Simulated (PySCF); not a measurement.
Gas-phase reaction: 3 GeH2 + 2 GeH3Cl ⇌ GeCl2 + 4 GeH3

Energies from PySCF, thermal terms from the rigid-rotor harmonic-oscillator model, ideal gas at 1 bar. † marks an energy on the PBE0/def2-TZVP geometry and frequencies; other levels use their own. MP2 and CCSD(T) freeze the core. 6-31G* has spherical d functions here. Open shells (unrestricted): GeH3 (multiplicity 2); the rest are closed-shell singlets. B3LYP is the form with VWN-RPA correlation. Ge: all electrons, no relativistic terms. GeH2, GeH3: computed as isolated molecules; such fragments, hydroxides, amides, oligomers or adducts are transient or little studied in the gas. MP2 isn't extrapolated to the basis-set limit; its ΔH°(298 K) is 43.3 kJ in def2-SVP and 57.4 kJ in def2-TZVPP. CCSD(T) isn't extrapolated to the basis-set limit; its ΔH°(298 K) is 74.6 kJ in def2-SVP and 84.4 kJ in def2-TZVPP. The harmonic model lacks anharmonicity and excited electronic states, which grow with temperature; levels with a mode under 35 cm⁻¹ are left out.

```
level                ΔE electronic, kJ  ΔH°(298 K), kJ  ΔS°(298 K), J/K  ΔG°(2500 K), kJ
-------------------  -----------------  --------------  ---------------  ---------------
B3LYP/6-31G*                        82              85               25               19
BLYP/def2-TZVP†                     81              84               26               18
CCSD(T)/def2-TZVPP†                 81              84               26               19
MP2/def2-TZVPP†                     54              57               26               -8
PBE/def2-SVP                        45              48               26              -18
PBE/def2-TZVP†                      50              53               26              -12
PBE0/def2-QZVP†                     45              48               26              -17
```
ΔH° is lowest at PBE0/def2-QZVP† and highest at B3LYP/6-31G*. No reference value is set beside these.
